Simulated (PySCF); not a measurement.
(F2B-mu-SH)2.
Z-matrix (Å and degrees, PBE0-D3(BJ)/def2-SVP geometry), rows numbered from 1:
```
B 
F   1  1.3438
F   1  1.3382  2  118.41
S   1  2.0206  2  111.29  3  -126.61
B   4  2.0231  1   82.28  2  -124.29
F   5  1.3389  4  108.84  1  -103.79
F   5  1.3433  4  110.79  1   124.45
S   5  2.0196  4   97.07  1     8.70
H   4  1.3506  1   95.98  2   -29.32
H   8  1.3507  1   95.45  2    29.59
```

The closed-shell ground state was solved at several levels (PySCF, density fitting, gas phase, non-relativistic).

```tsv
level	basis functions	total energy (Eh)	HOMO (eV)	LUMO (eV)	gap (eV)	dipole (D)
CAM-B3LYP/def2-SVPD	202	-1246.2962	-10.12	0.03	10.15	2.28
B3LYP/pcSseg-1	160	-1246.9255	-8.62	-0.98	7.64	2.48
```

Question: Estimate the row for PBE0/pcSseg-1, a basis of 160 functions; the other rows only guide the guess.

Answer: Total energy -1246.1605 Eh, HOMO -8.87 eV, LUMO -0.72 eV, gap 8.15 eV, dipole 2.59 D.

Question: Over all these levels, which gives the widest orbital gap and which the narrowest?

Answer: CAM-B3LYP/def2-SVPD (range-separated hybrid) has the widest, 10.15 eV, and B3LYP/pcSseg-1 (global hybrid, 20 % exact exchange) the narrowest, 7.64 eV. Functional and basis both differ between the two, so the spread mixes both effects.

Question: How far do the dipole and the HOMO energy spread over the levels?

Answer: The dipole runs from 2.28 to 2.59 D (mean 2.45 D) and the HOMO from -10.12 to -8.62 eV.

One conformer stands for the species.
